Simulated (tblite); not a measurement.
A geometry optimisation, step by step.

Species: C5H9BN (doublet state).
Atom-mapped SMILES: `[H]/[C:1]=[N:2]/[B:3]([CH3:4])[CH2:5][CH:6]=[CH2:7]` (hydrogens: H8 on C1; H9, H10, H11 on C4; H12, H13 on C5; H14 on C6; H15, H16 on C7)
Bond orders are those of one Lewis drawing.

Computed with GFN2-xTB (tblite), gas phase: L-BFGS steps from a force-field or distance-geometry start until the largest atomic force falls under 0.01 eV/Å. 6 of its 82 geometries are shown.

Step 0: E = -524.7003 eV, largest atomic force 3.484 eV/Å
```
atom  x, y, z in Å  |  force x, y, z in eV/Å
C1     -2.125    1.556   -0.213   -0.008  -1.323   3.030
N2     -1.748    0.733    0.681    1.175   0.485  -3.244
B3     -0.730   -0.374    0.359   -2.302   1.250  -1.119
C4     -1.340   -1.802    0.053   -0.356  -1.039   1.326
C5      0.494    0.053   -0.573   -0.677  -0.173  -0.316
C6      1.467    0.874    0.148    1.700   0.286   0.284
C7      2.753    0.545    0.329   -0.792   1.226   0.560
H8     -2.851    2.359    0.025    0.496  -0.479  -0.195
H9     -0.802   -2.596    0.672   -0.560   0.738  -1.107
H10    -2.406   -1.880    0.356    0.607   0.034  -0.155
H11    -1.310   -2.044   -1.027    0.303   0.050   0.808
H12     0.920   -0.828   -1.081    0.222   0.371   0.386
H13     0.040    0.678   -1.376    0.066  -0.229   0.393
H14     1.109    1.825    0.569    0.037  -0.507  -0.267
H15     3.338    1.284    0.908    0.040  -0.972  -0.503
H16     3.184   -0.374   -0.037    0.049   0.280   0.118
```

Step 16: E = -525.9937 eV, largest atomic force 0.498 eV/Å
```
atom  x, y, z in Å  |  force x, y, z in eV/Å
C1     -2.505    1.635   -0.106    0.079   0.111   0.221
N2     -1.802    0.684    0.120    0.097   0.297  -0.171
B3     -0.889   -0.339   -0.034   -0.354  -0.113   0.332
C4     -1.388   -1.849    0.113   -0.018   0.124  -0.272
C5      0.544    0.063   -0.618    0.192   0.050  -0.139
C6      1.496    0.890    0.187   -0.098  -0.020  -0.030
C7      2.766    0.585    0.377   -0.082  -0.249  -0.072
H8     -2.808    2.505    0.462    0.030  -0.373  -0.066
H9     -0.771   -2.512    0.710    0.181   0.118   0.054
H10    -2.408   -1.941    0.475   -0.023   0.110   0.076
H11    -1.384   -2.251   -0.902    0.004  -0.146   0.026
H12     1.087   -0.807   -0.958    0.096  -0.421  -0.023
H13     0.328    0.642   -1.516   -0.058   0.209  -0.201
H14     1.114    1.819    0.570   -0.192   0.205   0.139
H15     3.436    1.217    0.925    0.075   0.069   0.081
H16     3.175   -0.333   -0.016    0.070   0.028   0.045
```

Step 32: E = -526.1080 eV, largest atomic force 0.142 eV/Å
```
atom  x, y, z in Å  |  force x, y, z in eV/Å
C1     -2.518    1.687   -0.038   -0.016  -0.082   0.081
N2     -1.745    0.768    0.013    0.001   0.102  -0.016
B3     -0.891   -0.287   -0.188   -0.001  -0.014   0.005
C4     -1.373   -1.771    0.093    0.017  -0.006  -0.015
C5      0.582    0.004   -0.747    0.067   0.125  -0.007
C6      1.444    0.839    0.148    0.036   0.015   0.048
C7      2.706    0.564    0.422    0.017  -0.055  -0.044
H8     -2.869    2.395    0.690    0.068  -0.035  -0.048
H9     -0.661   -2.278    0.740   -0.028  -0.060   0.036
H10    -2.357   -1.833    0.550    0.010  -0.016  -0.008
H11    -1.400   -2.337   -0.839   -0.030  -0.007   0.042
H12     1.121   -0.913   -0.993   -0.084   0.026  -0.005
H13     0.462    0.573   -1.675    0.022  -0.007  -0.092
H14     0.982    1.724    0.564   -0.041   0.045  -0.026
H15     3.331    1.190    1.038   -0.096  -0.001   0.035
H16     3.179   -0.314    0.013    0.057  -0.031   0.014
```

Step 49: E = -526.1270 eV, largest atomic force 0.100 eV/Å
```
atom  x, y, z in Å  |  force x, y, z in eV/Å
C1     -2.522    1.648    0.014    0.015   0.021   0.006
N2     -1.714    0.760   -0.006   -0.006   0.077   0.019
B3     -0.863   -0.291   -0.237   -0.026  -0.011   0.015
C4     -1.357   -1.759    0.108    0.006  -0.029  -0.016
C5      0.592    0.021   -0.831    0.078   0.054  -0.008
C6      1.436    0.843    0.096    0.025  -0.012   0.009
C7      2.669    0.542    0.464   -0.017   0.008  -0.030
H8     -2.812    2.364    0.759    0.015  -0.041  -0.016
H9     -0.660   -2.259    0.776    0.005  -0.011   0.032
H10    -2.339   -1.764    0.576    0.010  -0.054   0.002
H11    -1.414   -2.374   -0.790   -0.008   0.025   0.012
H12     1.129   -0.892   -1.087    0.004  -0.015  -0.005
H13     0.466    0.595   -1.754    0.007   0.025  -0.031
H14     0.964    1.744    0.472    0.016  -0.032   0.001
H15     3.234    1.162    1.143   -0.041  -0.010  -0.046
H16     3.183   -0.331    0.089   -0.083   0.005   0.056
```

Step 65: E = -526.1401 eV, largest atomic force 0.107 eV/Å
```
atom  x, y, z in Å  |  force x, y, z in eV/Å
C1     -2.471    1.649    0.092   -0.068   0.063  -0.037
N2     -1.671    0.759    0.014    0.032  -0.039   0.006
B3     -0.841   -0.291   -0.287    0.000   0.022   0.014
C4     -1.289   -1.759    0.119   -0.021  -0.010   0.017
C5      0.584    0.053   -0.942   -0.023  -0.011   0.007
C6      1.396    0.865    0.017    0.016   0.052  -0.092
C7      2.547    0.490    0.542    0.037  -0.042  -0.005
H8     -2.716    2.362    0.852    0.018  -0.014   0.016
H9     -0.579   -2.219    0.804    0.050   0.031   0.011
H10    -2.263   -1.767    0.601   -0.045  -0.038   0.023
H11    -1.347   -2.418   -0.745    0.015   0.009  -0.061
H12     1.129   -0.850   -1.220    0.010   0.019   0.023
H13     0.445    0.652   -1.849   -0.026  -0.043   0.038
H14     0.972    1.829    0.269    0.025   0.013   0.002
H15     3.108    1.119    1.211   -0.032   0.009   0.059
H16     2.989   -0.466    0.313    0.012  -0.022  -0.020
```

Step 81: E = -526.1488 eV, largest atomic force 0.010 eV/Å
```
atom  x, y, z in Å  |  force x, y, z in eV/Å
C1     -2.460    1.672    0.120   -0.007  -0.001   0.001
N2     -1.676    0.766    0.037   -0.001   0.007   0.001
B3     -0.845   -0.278   -0.276   -0.006  -0.003  -0.007
C4     -1.244   -1.763    0.120    0.002  -0.001  -0.001
C5      0.562    0.069   -0.972    0.001   0.000   0.001
C6      1.397    0.889   -0.040   -0.002   0.002   0.001
C7      2.482    0.456    0.577    0.003  -0.004  -0.005
H8     -2.671    2.390    0.888   -0.003  -0.008   0.000
H9     -0.502   -2.188    0.794   -0.002  -0.001   0.004
H10    -2.213   -1.831    0.607    0.004   0.005   0.000
H11    -1.268   -2.408   -0.757    0.001   0.007  -0.001
H12     1.102   -0.839   -1.240   -0.001  -0.002  -0.001
H13     0.393    0.645   -1.885    0.001  -0.001   0.006
H14     1.034    1.893    0.142    0.006   0.001  -0.002
H15     3.039    1.076    1.258    0.002  -0.001  -0.004
H16     2.862   -0.540    0.418    0.001   0.000   0.007
```

Q: Summarise the path.

A: The energy falls by 1.4484 eV from step 0 to step 81; nine tenths of that is first reached at step 17. It falls at every step. The largest force goes from 3.484 to 0.010 eV/Å. Among the bonds N2–B3 changes most, from 1.538 to 1.371 Å; the atoms move by 0.502 Å rms after alignment.

Q: Follow the three bonds and two angles with the largest change from start to end.

A: 
| step | E above end (eV) | largest force (eV/Å) | N2–B3 (Å) | C1=N2 (Å) | C4–H9 (Å) | C1–N2–B3 (°) | N2–C1–H8 (°) |
| --- | --- | --- | --- | --- | --- | --- | --- |
| 0 | 1.4484 | 3.484 | 1.538 | 1.273 | 1.141 | 120.9 | 120.8 |
| 4 | 0.6907 | 0.896 | 1.390 | 1.211 | 1.094 | 134.0 | 136.6 |
| 7 | 0.5036 | 0.775 | 1.387 | 1.206 | 1.078 | 145.6 | 142.3 |
| 11 | 0.2999 | 0.900 | 1.387 | 1.194 | 1.097 | 159.5 | 137.7 |
| 14 | 0.2188 | 0.404 | 1.382 | 1.204 | 1.084 | 161.9 | 136.1 |
| 18 | 0.1223 | 0.416 | 1.374 | 1.204 | 1.091 | 163.3 | 133.4 |
| 21 | 0.0962 | 0.327 | 1.372 | 1.201 | 1.088 | 168.2 | 133.4 |
| 25 | 0.0705 | 0.202 | 1.371 | 1.199 | 1.088 | 170.5 | 132.7 |
| 28 | 0.0568 | 0.166 | 1.371 | 1.202 | 1.090 | 170.2 | 132.8 |
| 32 | 0.0408 | 0.142 | 1.372 | 1.202 | 1.088 | 169.1 | 133.2 |
| 35 | 0.0338 | 0.138 | 1.373 | 1.202 | 1.088 | 169.3 | 133.2 |
| 39 | 0.0300 | 0.075 | 1.371 | 1.201 | 1.088 | 169.0 | 133.5 |
| 42 | 0.0281 | 0.066 | 1.372 | 1.201 | 1.089 | 169.1 | 133.4 |
| 46 | 0.0248 | 0.092 | 1.372 | 1.201 | 1.087 | 170.0 | 133.5 |
| 49 | 0.0218 | 0.100 | 1.371 | 1.201 | 1.088 | 170.7 | 133.4 |
| 53 | 0.0186 | 0.076 | 1.372 | 1.200 | 1.089 | 170.7 | 132.8 |
| 56 | 0.0168 | 0.048 | 1.371 | 1.201 | 1.088 | 170.3 | 132.7 |
| 60 | 0.0147 | 0.066 | 1.372 | 1.200 | 1.089 | 170.4 | 133.0 |
| 63 | 0.0119 | 0.080 | 1.372 | 1.200 | 1.089 | 170.4 | 133.5 |
| 67 | 0.0069 | 0.190 | 1.372 | 1.201 | 1.089 | 170.3 | 133.8 |
| 70 | 0.0035 | 0.065 | 1.371 | 1.201 | 1.089 | 169.9 | 133.1 |
| 74 | 0.0006 | 0.047 | 1.370 | 1.201 | 1.088 | 169.7 | 132.7 |
| 77 | 0.0002 | 0.025 | 1.371 | 1.201 | 1.089 | 170.1 | 132.8 |
| 81 | 0.0000 | 0.010 | 1.371 | 1.201 | 1.089 | 170.4 | 133.1 |

The cost below is that of the whole relaxation. The run took 0.38 s on one thread of an Arm Neoverse V2, on a shared host.
